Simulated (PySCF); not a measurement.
SbI₂⁺: from structure and modes to constants

Computed with PySCF, PBE0, basis Sb def2-TZVP with ECP28, I def2-TZVP with ECP28 (scalar-relativistic core potentials, no spin–orbit coupling, density fitting).

The singlet minimum has C2v symmetry. Masses (u): Sb 120.90382, I 126.90447.

```xyz
3
charge 1 multiplicity 1, angstrom
Sb    0.0000    0.0000   -1.1038
I     2.0445    0.0000    0.5262
I    -2.0445    0.0000    0.5262
```

Harmonic wavenumbers (cm⁻¹): 71.0 (a1, ×1), 231.4 (a1, ×1), 237.9 (b2, ×1).

**Question.** Find the principal moments of inertia and the rotational constants. What kind of rotor is it?

**Answer.** About the centre of mass I = 217.58, 1060.9, 1278.5 u Å². With B = 16.8576/I this gives 0.07748, 0.01589, 0.01319 cm⁻¹. The molecule is an asymmetric top with κ = -0.92.

**Question.** Find the vibrational entropy and heat capacity at 298.15 K.

**Answer.** With u = 1.43878 ω/T, each mode gives S = R[u/(eᵘ−1) − ln(1−e⁻ᵘ)] and C = R u² eᵘ/(eᵘ−1)².
```json
{"ω (cm⁻¹)": "71.0", "u": "0.343", "S (J/(mol K))": "17.26", "C (J/(mol K))": "8.23"}
{"ω (cm⁻¹)": "231.4", "u": "1.117", "S (J/(mol K))": "7.82", "C (J/(mol K))": "7.50"}
{"ω (cm⁻¹)": "237.9", "u": "1.148", "S (J/(mol K))": "7.61", "C (J/(mol K))": "7.46"}
```
The sums over all modes are S = 32.7 and C = 23.2 J/(mol K); the softest mode gives 53 % of the entropy.

Only a few start shapes were tried, so a lower isomer may exist.
